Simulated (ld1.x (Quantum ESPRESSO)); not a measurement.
**Reading a pseudo-wave (neon)**

Columns: radius, all-electron u(r) and pseudo u(r) of the 2p shell (level -13.53 eV) of neon in the configuration [He] 2s2 2p6; LDA (PZ), scalar-relativistic, TM scheme, ld1.x (Quantum ESPRESSO) 7.5.

| r (bohr) | all-electron | pseudo |
| --- | --- | --- |
| 0.075 | 0.1130 | 0.0351 |
| 0.150 | 0.3224 | 0.1355 |
| 0.225 | 0.5286 | 0.2866 |
| 0.300 | 0.6967 | 0.4670 |
| 0.375 | 0.8191 | 0.6513 |
| 0.450 | 0.8988 | 0.8154 |
| 0.525 | 0.9430 | 0.9410 |
| 0.600 | 0.9595 | 1.0186 |
| 0.675 | 0.9552 | 1.0480 |
| 0.750 | 0.9362 | 1.0370 |
| 0.825 | 0.9071 | 0.9972 |
| 0.900 | 0.8713 | 0.9410 |
| 0.975 | 0.8314 | 0.8786 |
| 1.050 | 0.7894 | 0.8170 |
| 1.125 | 0.7466 | 0.7602 |
| 1.200 | 0.7040 | 0.7093 |
| 1.275 | 0.6621 | 0.6636 |
| 1.350 | 0.6216 | 0.6218 |
| 1.425 | 0.5826 | 0.5826 |
| 1.500 | 0.5453 | 0.5453 |
| 1.575 | 0.5098 | 0.5098 |
| 1.650 | 0.4763 | 0.4763 |
| 1.725 | 0.4445 | 0.4445 |
| 1.800 | 0.4146 | 0.4146 |
| 1.875 | 0.3865 | 0.3865 |
| 1.950 | 0.3602 | 0.3602 |

(1) How many radial nodes do the two functions have?

(2) At about which radius was the pseudo-wave matched?

(3) Is the pseudo-wave norm-conserving?

## Answers

(1) The all-electron 2p function has n − l − 1 = 0; the pseudo-wave has 0.

(2) 1.50 bohr. The columns agree to 0.0005 from 1.35 bohr on; several derivatives are matched, so the curves merge somewhat inside the radius.

(3) Yes: the TM scheme keeps the norm inside the radius equal to the all-electron one, which fixes the energy derivative of the logarithmic derivative at the level.
